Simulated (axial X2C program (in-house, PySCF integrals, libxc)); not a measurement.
# What spin–orbit coupling does to LiTc

All values were computed with an in-house all-electron X2C program for linear molecules (integrals from PySCF). Spin-free means the one-electron spin-free X2C Hamiltonian; two-component (2c) means X2C with spin–orbit coupling and atomic mean-field two-electron Coulomb and Gaunt terms, so the difference of the two also holds small scalar two-electron terms. Basis: Tc dyall-cv3z [12s12p8d5f3g], Li dyall-cv3z [7s8p2d] (cores contracted in-house); Gaussian nuclei, density fitting, unrestricted open shells. Masses: Tc 98.907 u, Li 7.016 u.

Spin-free state: M_S = 2, Λ = 0 (beyond evenly filled blocks: π+α, π-α, δ+α, δ-α); fragments Tc + Li.

```json
{"level": "PBE0", "Re (Å)": "2.610", "ωe (cm⁻¹)": "338.6", "De (eV)": "1.164", "μ (D)": "3.34"}
{"level": "B97-3", "Re (Å)": "2.605", "ωe (cm⁻¹)": "342.1", "De (eV)": "1.275", "μ (D)": "3.98"}
```

Dipoles are positive if Li is the positive end.

Two-component determinant lowest at the distance of the search:

Ω = 3 (⟨Sz⟩ = 2.00, ⟨Lz⟩ = 1.00 at PBE0); fragments Tc + Li.

| level | Re (Å) | ωe (cm⁻¹) | De (eV) | μ (D) |
| --- | --- | --- | --- | --- |
| PBE0 | 2.565 | 344.7 | 1.188 | 3.05 |
| B97-3 | 2.564 | 345.2 | 1.277 | 3.51 |

Task: From the two tables, how do the constants change at the PBE0 level (2c against spin-free)?

Result: At the PBE0 level Re falls by 0.045 Å and ωe goes up by 6.1 cm⁻¹; De changes by 0.024 eV. The two determinants differ in configuration, so these shifts compare two states and are not the spin–orbit effect on one state.

The state is a single determinant with fixed occupations, the lowest that a limited PBE0 search found. De is counted from the lowest determinant-based energies of the atoms at the same level, without counterpoise correction. Density functionals use the spin component along the axis (collinear). PBE0 can misorder states that lie within some tenths of an eV, so this need not be the ground state of the molecule. The nearest other spin-free determinant of the search, M_S = 2, Λ = 1, lies 0.016 eV up at the distance of the search. Without a current term, density functionals place determinants with orbital angular momentum somewhat too high. With several unpaired electrons one determinant need not be a pure state. A state of lower Ω lies just above, and one determinant can place such states too high, so the state shown need not be the lowest. The search has Ω = 2 only 0.02 eV up. Open-shell Ω = 0 determinants with evenly filled partner blocks cannot be reached by this program, so the Ω shown need not be the lowest component. The determinant is spin-polarised beyond a pure state at some levels (its spin-free form has ⟨S²⟩ too high), which makes Re and μ there less reliable.
